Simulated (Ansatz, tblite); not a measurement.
Cost and result up the ladder for Cu(PH3)(NH2) (CuPNH₅) (8 atoms). The state is a singlet with charge 0. Geometry: PBE-D4/def2-TZVP.

Cartesian coordinates in Å:
```
Cu -0.002 0.331 -0.435
P 0.189 -0.757 1.397
H -0.990 -1.040 2.141
H 0.982 -0.311 2.497
H 0.693 -2.087 1.353
N -0.109 1.338 -1.954
H 0.293 0.902 -2.787
H -1.056 1.625 -2.213
```

Ansatz on 4 threads of Arm Neoverse N1 on a shared host; xTB runs through tblite on one thread. Times are rough, summed over both states, and most runs start from the orbitals of an earlier one. PBE0-D4/def2-TZVP serves as the yardstick here, not as an exact answer. The other state is a doublet.

The xTB rows come from tblite.

Raw xTB energies of ions are shifted by several eV.

```csv
level,functions,wall time
GFN1-xTB,32,0.012 s
GFN2-xTB,27,0.012 s
PBE-D4/def2-TZVP,143,4.9 s
PBE0-D4/def2-TZVP,143,7 s
r2SCAN-D4/def2-TZVP,143,11 s
```

Q: Estimate what each level gives for the vertical IE (eV).

A: 
```json
{"level": "GFN1-xTB", "vertical IE (eV)": "12.56", "difference from PBE0-D4/def2-TZVP (eV)": "5.23"}
{"level": "GFN2-xTB", "vertical IE (eV)": "12.12", "difference from PBE0-D4/def2-TZVP (eV)": "4.79"}
{"level": "PBE-D4/def2-TZVP", "vertical IE (eV)": "7.49", "difference from PBE0-D4/def2-TZVP (eV)": "0.16"}
{"level": "PBE0-D4/def2-TZVP", "vertical IE (eV)": "7.33", "difference from PBE0-D4/def2-TZVP (eV)": "0.00"}
{"level": "r2SCAN-D4/def2-TZVP", "vertical IE (eV)": "7.34", "difference from PBE0-D4/def2-TZVP (eV)": "0.01"}
```
